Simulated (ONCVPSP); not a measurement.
# What one change does to a pseudopotential (In (Z = 49), ONCV)

```
Element                 : In (Z = 49)
Generator               : ONCVPSP 4.0.1
Type                    : optimised norm-conserving Vanderbilt (ONCV)
Functional              : PBE
Relativity              : scalar-relativistic
Frozen core             : [Ar] 3d10
Valence charge          : 21
Reference configuration : 4s2 4p6 4d10 5s1 (charge +2)
Partial waves           : 4s+5s: rc 1.25 bohr, ncon 4, nbas 9, qcut 9.7 1/bohr, 2 projectors; 4p: rc 1.55 bohr, ncon 4, nbas 8, qcut 7.1 1/bohr, 2 projectors, debl 0.8 Ha; 4d: rc 1.50 bohr, ncon 4, nbas 9, qcut 11.7 1/bohr, 2 projectors, debl 2.2 Ha
Local potential         : polynomial inside 0.80 bohr (lpopt 5, dvloc0 0 Ha)
Core correction         : Teter function fitted to the true core (icmod 2), fcfact 0.3
```

In the p channel the program set the typed energies aside and used -3.535, 0.250 Ha.

Change: all radii but the core radius scaled by about 1.24 (s 1.56, p 1.92, d 1.86 bohr); local potential polynomial inside 1.00 bohr (lpopt 5, dvloc0 0 Ha). In the p channel the program set the typed energies aside and used -3.535, 0.050 Ha.

Cutoffs: the cutoffs (Ha) at which the residual kinetic energy of the hardest occupied pseudo-wave falls to 1 and 0.1 mHa per electron; they do not see the model core or the augmentation charge, which bear on the density cutoff. Errors are all-electron minus pseudo energies relative to the spin-unpolarised reference configuration.

Q: What does the change do?

A: The potential gets softer (41 Ha and 48 Ha → 34 Ha and 39 Ha); a bound ghost appears in p, which as a rule spoils a file; of the 4 tests that both files solve, the error grows in 2 and shrinks in 2 by more than 15 % and 0.3 meV (median size 3.6 → 5.0 meV). A larger radius leaves more room for a smooth pseudo-wave, so fewer plane waves are needed.

| quantity | base | changed |
| --- | --- | --- |
| cutoff, loose | 41 Ha | 34 Ha |
| cutoff, tight | 48 Ha | 39 Ha |
| loose cutoff by channel | s 36 Ha, p 21 Ha, d 41 Ha | s 28 Ha, p 19 Ha, d 34 Ha |
| bound ghosts | none | p |
| GHOST(+) flags under 300 eV | s at 96.7 eV, s at 105.0 eV | s at 213.4 eV |
| error for 4s2 4p6 4d10 5s2 5p1, meV [ΔE -24.60 eV] | +4.1 | +1.4 |
| error for 4s2 4p6 4d10 5s2, meV [ΔE -19.24 eV] | +2.7 | +1.8 |
| error for 4s2 4p6 4d10 5s0, meV [ΔE 28.32 eV] | -5.3 | -8.3 |
| error for 4s2 4p6 4d9 5s2 5p1, meV [ΔE 0.52 eV] | +3.2 | +12 |
| rms error of d²Exc/dni dnj with the model core, mHa | 0.66 | 1.46 |

 A true bound ghost makes a file unfit for plane-wave use even where its test errors are small: the radial tests pick states by their node count and pass the ghost by.
